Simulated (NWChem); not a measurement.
System: C$_{4}$H$_{4}$ClF; SMILES C(/C=C\Cl)=C/F

```xyz
10

F     -0.2899    -2.9934     0.0000
C      0.7393    -2.1300     0.0000
C      0.5600    -0.7905     0.0000
C     -0.7324    -0.1410     0.0000
C     -0.9543     1.1960     0.0000
Cl     0.3078     2.3897     0.0000
H      1.7188    -2.6348     0.0000
H      1.4642    -0.1631     0.0000
H     -1.6273    -0.7838     0.0000
H     -1.9640     1.6306     0.0000
```
Atoms are numbered in this order, from 1.

Program: NWChem. The geometry was optimised at PBE-D3(BJ)/def2-SVP. B3LYP is NWChem's, with the RPA form of VWN correlation. Level: B3LYP/def2-SVP with SMD (1 M gas to 1 M solution), gas-phase geometry.

```tsv
solvent	dielectric constant	solvation free energy (kcal/mol)	cavity-dispersion-structure term (kcal/mol)	dipole in solution (D)
water	78.4	0.5	4.3	0.60
anisole	4.22	-3.3	-0.5	0.54
n-hexane	1.88	-3.3	-1.6	0.47
dimethyl sulfoxide	46.8	-2.2	1.5	0.60
```
